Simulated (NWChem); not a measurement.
**Ionisation of CH₃O₃Re**

```xyz
8

Re    -0.0356    -0.0704     0.0000
O     -0.9744    -0.1192     1.4132
O     -0.9744    -0.1192    -1.4132
O      1.2101    -1.2233     0.0000
C      0.8987     1.7783     0.0000
H      0.1336     2.5697     0.0000
H      1.5256     1.8662    -0.9005
H      1.5256     1.8662     0.9005
```
Charge 0, spin multiplicity 1.

Everything below was run with NWChem. The geometry was optimised at PBE0/def2-SVP with def2 effective core potentials on Re, held to Cs symmetry and with no frequency check, so it may be a saddle point.

Basis set: def2-TZVP. −ε marks an orbital energy of the parent.

| method | first vertical ionisation energy (eV) | relative cost |
|---|---|---|
| −ε(HOMO) of BHandHLYP | 11.28 | 1 |
| −ε(HOMO) of LDA (SVWN5) | 8.29 | under 3 |
| −ε(HOMO) of B3LYP | 9.42 | under 3 |
| −ε(HOMO) of PBE | 8.04 | under 3 |
| −ε(HOMO) of HF | 13.38 | under 3 |
| G0W0@PBE0 | 11.30 | under 3 |
| G0W0@PBE | 10.68 | under 3 |
| G0W0@LDA (SVWN5) | 10.85 | under 3 |

The values span 5.34 eV, from −ε(HOMO) of PBE (lowest) to −ε(HOMO) of HF (highest). The cost column gives rough processor time relative to −ε(HOMO) of BHandHLYP; each entry includes its own SCF.

Effective core potentials replace the inner electrons of Re; spin-orbit coupling is left out. B3LYP has NWChem's definition, with VWN1-RPA local correlation. GW and range-separated runs recompute their integrals, the others keep them in memory, which bears on the times. The structure started from a generated list of species.
